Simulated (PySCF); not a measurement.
PySCF 2.14 output of an unrestricted MN15 calculation on a single atom or ion in pcseg-2 (6s4p3d2f1g, 56 functions), with the non-relativistic Hamiltonian (point nucleus):

```
SCF conv_tol = 1e-09
number electrons alpha = 14  beta = 14
    H. S. Yu, X. He, S. L. Li, and D. G. Truhlar.,  Chem. Sci. 7, 5032-5051 (2016)
    H. S. Yu, X. He, S. L. Li, and D. G. Truhlar.,  Chem. Sci. 7, 5032-5051 (2016)
cycle= 1 E= -1640.56138688856  delta_E= -0.00319  |g|= 0.319  |ddm|= 0.214
cycle= 2 E= -1640.51655902087  delta_E= 0.0448  |g|= 0.612  |ddm|= 0.256
cycle= 3 E= -1640.57731213949  delta_E= -0.0608  |g|= 0.00255  |ddm|= 0.172
cycle= 4 E= -1640.57731309476  delta_E= -9.55e-07  |g|= 0.00066  |ddm|= 0.000969
cycle= 5 E= -1640.57731316436  delta_E= -6.96e-08  |g|= 3.99e-06  |ddm|= 0.000182
cycle= 6 E= -1640.57731316436  delta_E= -5.68e-12  |g|= 1.41e-06  |ddm|= 4.26e-06
converged SCF energy = -1640.57731316436  <S^2> = -2.1316282e-14  2S+1 = 1
```

The run itself started from symmetry-adapted Hartree-Fock orbitals and held the occupation by maximum overlap, on a logarithmic radial grid, so the iterations belong to that start.

Which element, charge and spin multiplicity is this?

Cu⁺ (copper, charge +1), multiplicity 1; the state was [Ar] 3d10, closed-shell 1S.
